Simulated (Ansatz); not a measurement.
Stepwise reaction of `[NH2][Sn]([F])([F])[Cl]` with hydrogen, as a gas-phase model of exchange steps in deposition or etching. ΔE in kJ/mol.

Program: Ansatz. Geometries: PBE0-D4/def2-TZVP. ΔE: electronic, gas phase. CCSD(T)/CBS is the MP2 limit (def2-TZVPP, def2-QZVPP) plus CCSD(T) − MP2 in def2-TZVPP, frozen cores. This one scheme is used for every species. DFT in def2-TZVPP. B3LYP here is the variant with VWN-RPA as its local correlation; programs differ in this. Elements past krypton have def2 core potentials. For Sn outer-core shells are correlated without core-valence functions, which leaves a few kJ/mol of doubt a bond. Each species was taken in one conformer, which may not be the lowest.

```tsv
step	reaction	PBE-D4	B3LYP-D4	ωB97M-V	CCSD(T)/CBS
1	`[NH2][Sn]([F])([F])[Cl]` + H₂ → `[NH2][SnH]([F])[Cl]` + H–F	28.5	29.3	26.3	26.7
```

Q: Give the row of step 2, `[NH2][SnH]([F])[Cl]` + H₂ → `[NH2][SnH2][Cl]` + H–F. (An estimate is asked.)

A: Computed: 
| step | reaction | PBE-D4 | B3LYP-D4 | ωB97M-V | CCSD(T)/CBS |
| --- | --- | --- | --- | --- | --- |
| 2 | `[NH2][SnH]([F])[Cl]` + H₂ → `[NH2][SnH2][Cl]` + H–F | 42.0 | 43.8 | 40.7 | 40.0 |

Q: By hand: ΔE of the 2 steps together at CCSD(T)/CBS.

A: (26.7) + (40.0) = 66.7 kJ/mol, or 33.4 kJ/mol a step.

In ΔE each step is higher than the one before. All are uphill at CCSD(T)/CBS. PBE-D4 differs from CCSD(T)/CBS by 1.8 to 2.0 kJ/mol a step. Only this route is followed, and other bonds may react first. Isolated molecules leave out the surface, adducts and barriers. Largest T1 diagnostic: 0.013.
